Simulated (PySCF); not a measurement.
An element was calculated at PBE (PySCF 2.14, spin-free X2C, a triple-zeta basis, no spin-orbit coupling), in the ground configurations that NIST lists.

* electron affinity: 1.424 eV
* first ionisation energy: 7.264 eV
* second ionisation energy: 14.211 eV
* third ionisation energy: 30.673 eV
* polarisability of the atom: 61.9 bohr³

Which element is it?

Tin (Sn, Z = 50), in aug-cc-pVTZ-DK3. NIST lists 7.344, 14.633, 30.506 eV for these ionisation energies.
